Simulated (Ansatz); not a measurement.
Gas-phase reaction in SMILES: OB(O)Br [bromoboronic acid] → [O-]B(O)Br + H+
Structures are relaxed separately at B3LYP-D3(BJ)/def2-TZVP in Ansatz (an electronic-structure program), one conformer each, not searched for the lowest. Frequencies are from Ansatz.
Geometry of the first species:
```
B
O 1 1.3482
H 2 0.9612 1 114.45
O 1 1.3482 2 119.45 3 180.00
H 4 0.9612 1 114.45 2 180.00
Br 1 1.9724 2 120.28 3 0.00
```
Charge 0, spin multiplicity 1.

Property: gas-phase deprotonation energy (enthalpy at 298 K, with B3LYP-D3(BJ) rigid-rotor harmonic-oscillator terms), in kcal/mol. Cores are frozen in the correlated levels unless marked. No spin-orbit coupling. Frozen are the shells of the preceding noble gas and the d and f shells that filled before the atom's block. Non-relativistic. Anions need diffuse functions: aug- sets have them; def2-D sets add few; the other sets have none. CBS(X,Y): correlation extrapolated as X^-3; Hartree-Fock from the larger set.

```csv
level,program,gas-phase deprotonation energy (kcal/mol)
PBE-D4/def2-TZVPD,Ansatz + dftd4,___
BLYP-D3(BJ)/def2-TZVPD,Ansatz + dftd3,336.5
r2SCAN/def2-TZVPD,Ansatz,341.0
B3LYP-D3(BJ)/def2-TZVPD,Ansatz + dftd3,___
PBE0/STO-3G,Ansatz,433.4
LC-wPBE-D4/def2-TZVPD,Ansatz + dftd4,___
wB97M-V/def2-TZVPD,Ansatz,338.4
B2PLYP-D4/def2-TZVPD,Ansatz + dftd4,338.4
RPA@PBE/cc-pVQZ,Ansatz,346.6
SCS-MP2/aug-cc-pVTZ,Ansatz,341.4
"CCSD(T)/CBS(aug-cc-pVTZ,aug-cc-pVQZ)",Ansatz,___
```

Task: What belongs in the gaps?

Result: 
- PBE-D4/def2-TZVPD, gas-phase deprotonation energy (kcal/mol): 337.9
- B3LYP-D3(BJ)/def2-TZVPD, gas-phase deprotonation energy (kcal/mol): 340.1
- LC-wPBE-D4/def2-TZVPD, gas-phase deprotonation energy (kcal/mol): 343.6
- CCSD(T)/CBS(aug-cc-pVTZ,aug-cc-pVQZ), gas-phase deprotonation energy (kcal/mol): 340.8
